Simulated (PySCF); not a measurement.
Correlation energy of Zn(3+) (zinc, charge +3)

[Ar] 3d9, 2D determinant. All numbers are calculated (PySCF 2.14, scalar relativity by spin-free X2C-1e, in aug-cc-pVDZ-DK (7s6p4d2f, 59 functions)). Frozen: [Ar]; 9 electrons correlated.

```csv
level,correlation energy (mhartree)
CCSD,-263.13
(T),-2.40
CCSD(T),-265.53
```

Diagnostics: T1 = 0.0047, D1 = 0.0070, largest double amplitude 0.019.

Cost of the coupled-cluster step: roughly 2.5 core-seconds, for 9 correlated electrons.

Iterations:

```
CC2 = 0
CCSD nocc = (np.int64(5), np.int64(4)), nmo = (50, 50)
frozen orbitals [[0, 1, 2, 3, 4, 5, 6, 7, 8], [0, 1, 2, 3, 4, 5, 6, 7, 8]]
max_cycle = 100
direct = 0
conv_tol = 1e-08
conv_tol_normt = 1e-06
diis_space = 8
diis_start_cycle = 0
Init t2, MP2 energy = -0.278024565294703
Init E_corr(UCCSD) = -0.278024565295092
cycle = 1  E_corr(UCCSD) = -0.259880165110377  dE = 0.0181444002  norm(t1,t2) = 0.0303815
cycle = 2  E_corr(UCCSD) = -0.263455469125799  dE = -0.00357530402  norm(t1,t2) = 0.00737036
cycle = 3  E_corr(UCCSD) = -0.263036713613408  dE = 0.000418755512  norm(t1,t2) = 0.00268198
cycle = 4  E_corr(UCCSD) = -0.263119056794843  dE = -8.23431814e-05  norm(t1,t2) = 0.000914205
cycle = 5  E_corr(UCCSD) = -0.263138513316249  dE = -1.94565214e-05  norm(t1,t2) = 0.000209191
cycle = 6  E_corr(UCCSD) = -0.263130872808426  dE = 7.64050782e-06  norm(t1,t2) = 7.8911e-05
cycle = 7  E_corr(UCCSD) = -0.263131471384918  dE = -5.98576492e-07  norm(t1,t2) = 3.43303e-05
cycle = 8  E_corr(UCCSD) = -0.263132393562592  dE = -9.22177674e-07  norm(t1,t2) = 8.75422e-06
cycle = 9  E_corr(UCCSD) = -0.263132066498119  dE = 3.27064473e-07  norm(t1,t2) = 3.02868e-06
cycle = 10  E_corr(UCCSD) = -0.263132135428625  dE = -6.89305059e-08  norm(t1,t2) = 1.00687e-06
cycle = 11  E_corr(UCCSD) = -0.263132121260614  dE = 1.41680108e-08  norm(t1,t2) = 4.38828e-07
cycle = 12  E_corr(UCCSD) = -0.263132117819585  dE = 3.44102974e-09  norm(t1,t2) = 1.19903e-07
UCCSD converged
E(UCCSD) = -1792.261513709485  E_corr = -0.2631321178195847
UCCSD(T) correction = -0.00239702652507665
```
